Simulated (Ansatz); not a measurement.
Species: C₄H₄NS, charge -1, multiplicity 1. It need not be the lowest isomer of its formula. Whether it binds its extra electron was not tested at this geometry. 
Coordinates optimised at B3LYP-D3(BJ)/def2-TZVP (Ansatz, an electronic-structure program):
SMILES: Nc1[c-]csc1
```xyz
10

N     -2.3539    -0.5153     0.0054
C     -0.9451    -0.2853    -0.0184
C     -0.0504    -1.3298    -0.4544
C      1.2106    -0.8309    -0.4093
S      1.3416     0.8709     0.1533
C     -0.3793     0.9157     0.3312
H     -2.4914    -1.5187    -0.0295
H     -2.7925    -0.1402     0.8377
H      2.1528    -1.3084    -0.6512
H     -0.8713     1.8223     0.6586
```
Charge -1, spin multiplicity 1.

Basis-set convergence of Hartree-Fock and CCSD correlation energies (hartree) with Ansatz. Cores are frozen in the correlated levels unless marked. No spin-orbit coupling. No relativistic terms. This anion needs diffuse functions, which these sets lack.

The Hartree-Fock reference is unstable (checked in the largest basis), which strains HF and MP2. 

```
basis        functions       E(HF)  E(corr, CCSD)
-----------  ---------  ----------  -------------
cc-pV(D+d)Z        113  -605.70509       -0.87152
cc-pV(T+d)Z        245  -605.78169       -1.05550
cc-pV(Q+d)Z        459         [?]            [?]
```

Problem. What belongs in the gaps?

Solution. 
- cc-pV(Q+d)Z, E(HF): -605.80275
- cc-pV(Q+d)Z, E(corr, CCSD): -1.11517
